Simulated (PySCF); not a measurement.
Species: C₈H₉N.
SMILES with atom numbers: `[H]/[N:1]=[CH:2]\[CH:3]1[CH:4]=[CH:5][CH:6]=[CH:7][CH:8]=[CH:9]1` (hydrogens: H10 on N1; H11 on C2; H12 on C3; H13 on C4; H14 on C5; H15 on C6; H16 on C7; H17 on C8; H18 on C9)

Structure used (GFN2-xTB), in Å, numbered top down from 1:
```xyz
18
C8H9N angstrom
N     -3.1991   -0.5268    0.7938
C     -2.3150   -0.3850   -0.0815
C     -0.8507   -0.1397    0.1113
C     -0.3856    1.1122   -0.5739
C      0.8130    1.6404   -0.2967
C      1.8278    0.9947    0.4843
C      2.0515   -0.3392    0.4918
C      1.3016   -1.2910   -0.2756
C     -0.0039   -1.1857   -0.5541
H     -2.8648   -0.4641    1.7562
H     -2.6457   -0.4474   -1.1162
H     -0.6004   -0.0888    1.1802
H     -1.0579    1.5822   -1.2771
H      1.0707    2.6078   -0.7077
H      2.5414    1.6415    0.9784
H      2.9366   -0.7123    0.9913
H      1.8591   -2.1299   -0.6720
H     -0.4873   -1.8627   -1.2442
```

Method: TDDFT PBE0/def2-SVPD, vertical, gas phase, core orbitals frozen in the response in PySCF.

Q: What does the calculation give for the low-lying excited states?

A: 

```json
{"state": "S1", "E (eV)": "4.83", "ν̃ (cm⁻¹)": "38980", "f": "0.064", "symmetry": "A″", "main configurations (H = HOMO, L = LUMO)": "H→L (83%)"}
{"state": "S2", "E (eV)": "5.09", "ν̃ (cm⁻¹)": "41080", "f": "0.0061", "symmetry": "A′", "main configurations (H = HOMO, L = LUMO)": "H-1→L (70%), H→L+2 (28%)"}
{"state": "S3", "E (eV)": "5.21", "ν̃ (cm⁻¹)": "42060", "f": "0.0087", "symmetry": "A″", "main configurations (H = HOMO, L = LUMO)": "H-2→L+1 (52%), H→L+1 (32%), H→L (12%)"}
{"state": "S4", "E (eV)": "5.57", "ν̃ (cm⁻¹)": "44900", "f": "0.015", "symmetry": "A″", "main configurations (H = HOMO, L = LUMO)": "H-2→L (84%), H→L+1 (14%)"}
{"state": "S5", "E (eV)": "5.88", "ν̃ (cm⁻¹)": "47420", "f": "0.019", "symmetry": "A″", "main configurations (H = HOMO, L = LUMO)": "H→L+1 (44%), H-2→L+1 (42%), H-2→L (10%)"}
{"state": "S6", "E (eV)": "6.25", "ν̃ (cm⁻¹)": "50430", "f": "0.013", "symmetry": "A′", "main configurations (H = HOMO, L = LUMO)": "H-1→L+1 (85%), H→L+2 (9%)"}
```

Triplets, Tamm–Dancoff:

| state | E (eV) | λ (nm) | main configurations (H = HOMO, L = LUMO) |
| --- | --- | --- | --- |
| T1 | 3.30 | 375.3 | H→L (86%) |
| T2 | 3.98 | 311.8 | H-1→L (75%), H→L+2 (18%) |

The lowest singlet comes at 257 nm (466 kJ/mol) in the ultraviolet; it is of moderate strength; its leading configuration is HOMO→LUMO (83%). The lowest level is also the most intense of those listed (f = 0.064). Löwdin shares by element: HOMO carbon 59% or more (atoms not listed hold the other 41%); LUMO carbon 70% or more (atoms not listed hold the other 30%). Weighted by f, the mean energy of these states is 5.27 eV. Of the 6 states listed, 4 reach f = 0.01 and none stays under 0.0005. The listed states span 1.42 eV, and the widest gap between neighbours is 0.37 eV (S5 to S6). No computed singlet lies in the visible range (380 to 750 nm); the lowest, at 257 nm, stands 1.57 eV above its violet end (3.26 eV). Symmetry labels in Cs follow from the direction of the transition dipole and are given only for states with f of 0.002 or more. Singlets were solved by full linear response, triplets in the Tamm–Dancoff approximation.

The run took 42 s (grids of density and orbitals included) on one thread of an Intel Xeon 6975P-C, no GPU, shared host, and the process peaked at 1.0 GiB of memory.

One conformer stands for the species.
